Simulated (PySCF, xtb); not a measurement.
Al(H)(vinyl)(OH) (C2H5AlO), SMILES [AlH]([OH])[CH]=C. The values are those of a single conformer.

Harmonic wavenumbers (cm⁻¹) from GFN2-xTB run with xtb at its own minimum, in rising order: 99, 109, 277, 313, 446, 493, 522, 545, 654, 904, 922, 969, 1044, 1237, 1404, 1619, 1849, 2939, 3023, 3044, 3758.

Question: What does PBE0-D3(BJ)/def2-SVP (PySCF) give at its own minimum? (Estimate from the structure and the level; the computed values follow.)

Answer: 110, 120, 337, 345, 403, 538, 552, 609, 706, 878, 997, 1013, 1063, 1269, 1418, 1659, 1939, 3119, 3144, 3217, 3991. Paired by order, the mean absolute difference is 66 cm⁻¹ and the zero-point energies are 37.4 and 39.2 kcal/mol.
